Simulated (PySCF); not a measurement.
These compounds are isomers of formula C$_{5}$H$_{5}$F$_{3}$N$_{2}$.

A. SMILES C#CCN/N=C/C(F)(F)F
B. SMILES FC(F)(F)Cc1cnc[nH]1
C. `C=C/C=N\N=C/C(F)(F)F`
D. `FC(c1c(C)cn[nH]1)(F)F`

Spectrum 1. 1H NMR (400 MHz, computed): δ 6.56 (d, 1H), 6.37 (m, 1H), 6.11 (m, 1H), 5.95 (m, 1H), 5.88 (m, 1H). 13C{1H} NMR (computed): δ 135.2 (CH), 132.8 (CH2), 128.3 (C), 121.9 (CH), 110.7 (CH).

Spectrum 2. 1H NMR (400 MHz, computed): δ 9.82 (br s, 1H), 7.56 (s, 1H), 2.48 (s, 3H). 13C{1H} NMR (computed): δ 144.6 (CH), 134.8 (C), 130.8 (C), 125.2 (C), 10.3 (CH3).

Spectrum 3. 1H NMR (400 MHz, computed): δ 6.41 (m, 1H), 5.51 (br s, 1H), 4.40 (d, 2H), 1.94 (t, 1H). 13C{1H} NMR (computed): δ 131.4 (C), 116.6 (CH), 84.0 (C), 82.1 (CH), 45.1 (CH2).

Spectrum 4. 1H NMR (400 MHz, computed): δ 8.61 (br s, 1H), 7.46 (m, 1H), 7.28 (m, 1H), 3.44 (m, 2H). 13C{1H} NMR (computed): δ 138.4 (CH), 135.8 (CH), 134.7 (C), 122.6 (C), 35.5 (CH2).

PySCF calculation with PBE0/pcSseg-1 with gauge-including orbitals and geometry: GFN2-xTB; relativity neglected, a single conformation, averaged over atoms made equivalent by symmetry, fast rotation or ring inversion, gas phase.

References, each an isolated molecule treated in the same way: TMS for 1H and 13C. Splittings of carbon signals by F and P are missing where no couplings were computed. Where no couplings were computed, multiplicities follow the n + 1 count of equivalent neighbours, and m marks all less simple cases (inequivalent or close neighbours, rings, F or P nearby). Shifts are as computed. Against solution values, carbons near 30 ppm lie about +3 ppm off and those near 130 ppm about +5 ppm. Of 1211 compounds with measured shifts, 218 miss one by over three times the rms of a fit or turn the order of signals round; such compounds aren't used in these exercises. OH and NH positions are gas-phase values without hydrogen bonding to other molecules.

Q: Match each spectrum to its structure.

A: 1–C, 2–D, 3–A, 4–B.

- Spectrum 1 (C): 5 13C signals; δC 135.2 is an alkene CH; δC 132.8 is a terminal =CH2 carbon.
- Spectrum 2 (D): 5 13C signals; δC 144.6 is an aromatic CH next to a ring nitrogen; δC 130.8 is a CF3 carbon.
- Spectrum 3 (A): 5 13C signals; δC 131.4 is a CF3 carbon; δC 84.0 is an alkyne carbon.
- Spectrum 4 (B): 5 13C signals; δC 134.7 is a CF3 carbon; δC 35.5 is an sp3 CH2 on an aromatic ring.
